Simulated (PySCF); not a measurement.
**Computed vibrations of [Ta(NH2)4]+**

[Ta(NH2)4]+ (singlet). PySCF 2.14.0, RKS BP86, Ta def2-SVP with ECP60, N def2-SVP, H def2-SVP; non-relativistic Hamiltonian with scalar-relativistic core potentials where named; density fitting; no spin-orbit coupling. Central differences of gradients.

```xyz
13

Ta    0.0000    0.0000    0.0000
N     2.0817    0.0000    0.0000
H     2.6912    0.0000    0.8388
H     2.6912    0.0000   -0.8388
N     0.0000    2.0817    0.0000
H     0.0000    2.6912    0.8388
H     0.0000    2.6912   -0.8388
N    -2.0817    0.0000    0.0000
H    -2.6912    0.0000    0.8388
H    -2.6912    0.0000   -0.8388
N     0.0000   -2.0817    0.0000
H     0.0000   -2.6912    0.8388
H     0.0000   -2.6912   -0.8388
```

Run from Python with OMP_NUM_THREADS=2. Where DIIS fails, smearing, a level shift and second-order steps follow.
It took 14 min on 2 threads of Arm Neoverse V1, on a shared host.

(1) What are the harmonic wavenumbers and infrared intensities?

(2) Is this a minimum?

Results:

(1) Modes are labelled in D4h; negative numbers are unstable modes, those under 60 cm⁻¹ near the noise; a finer grid moves soft modes by up to 10 cm⁻¹.
| cm⁻¹ | km/mol | symmetry |
| --- | --- | --- |
| -390 | – | b2u |
| -279 | – | b1u |
| -257 | – | a1u |
| -248 | – | a2u |
| -121 | – | eu |
| -121 | – | eu |
| 158 | 0.0 | b2g |
| 277 | 0.0 | b2u |
| 303 | 58.5 | a2u |
| 333 | 0.0 | eg |
| 333 | 0.0 | eg |
| 441 | 0.0 | eg |
| 441 | 0.0 | eg |
| 445 | 10.2 | eu |
| 445 | 10.2 | eu |
| 514 | 0.0 | b1g |
| 568 | 175.0 | eu |
| 568 | 175.0 | eu |
| 689 | 0.0 | a2g |
| 719 | 0.0 | a1g |
| 756 | 0.0 | b2g |
| 1419 | 124.2 | eu |
| 1419 | 124.2 | eu |
| 1420 | 0.0 | b1g |
| 1855 | 0.0 | a1g |
| 3312 | 0.0 | a1g |
| 3349 | 428.1 | eu |
| 3349 | 428.1 | eu |
| 3351 | 0.0 | b1g |
| 3438 | 0.0 | eg |
| 3438 | 0.0 | eg |
| 3440 | 0.0 | b2u |
| 3440 | 353.6 | a2u |

(2) No: 6 unstable; the lowest moves the atoms so:
```
Ta   0.00  0.00  0.00
N    0.00  0.00  0.30
H    0.26  0.00  0.10
H   -0.26  0.00  0.10
N    0.00  0.00 -0.30
H    0.00 -0.26 -0.10
H    0.00  0.26 -0.10
N    0.00  0.00  0.30
H   -0.26  0.00  0.10
H    0.26  0.00  0.10
N    0.00  0.00 -0.30
H    0.00  0.26 -0.10
H    0.00 -0.26 -0.10
```
